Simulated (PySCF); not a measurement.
# A small calculation by hand: chemical shift, span and skew from a shielding tensor

Ga(H)2(nPr) (C3H9Ga), SMILES CC[CH2][GaH2]. Atoms are numbered in the order given.

```xyz
13

Ga     0.0401     1.3358     0.0000
H     -1.0037     2.5174     0.0000
H      1.5816     1.6715     0.0000
C     -0.5856    -0.5359     0.0000
C      0.4924    -1.6166     0.0000
C     -0.0664    -3.0326     0.0000
H     -1.2552    -0.6530    -0.8736
H     -1.2552    -0.6530     0.8736
H      1.1514    -1.4850    -0.8761
H      1.1514    -1.4850     0.8761
H     -0.6954    -3.2113     0.8873
H      0.7341    -3.7890     0.0000
H     -0.6954    -3.2113    -0.8873
```

Geometry optimised at PBE0-D3(BJ)/def2-SVP. The structure was generated by enumeration; whether it is a known compound was not checked. One conformer was computed; it need not be the lowest.

GIAO shieldings from PBE/pcSseg-1 (PySCF), non-relativistic, no solvent. The symmetric part of the tensor of C6 has the principal values 142.5, 151.8, 181.5 ppm. The same nucleus in TMS has σ = 182.0 ppm at this level (PySCF, at its B3LYP-D3(BJ)/def2-TZVP geometry).

Q: Work out the isotropic shielding, the ¹³C shift against TMS, the span and the skew.

A: 
σ(iso) = (σ11 + σ22 + σ33)/3 = 158.6 ppm. δ = σ(ref) − σ(iso) = 182.0 − (158.6) = 23.4 ppm.
Span Ω = σ33 − σ11 = 39.0 ppm. Skew κ = 3(σ(iso) − σ22)/Ω = 0.52. Tumbling in solution averages the tensor to δ; in a static solid the shielding alone would spread this spin-1/2 line over Ω.
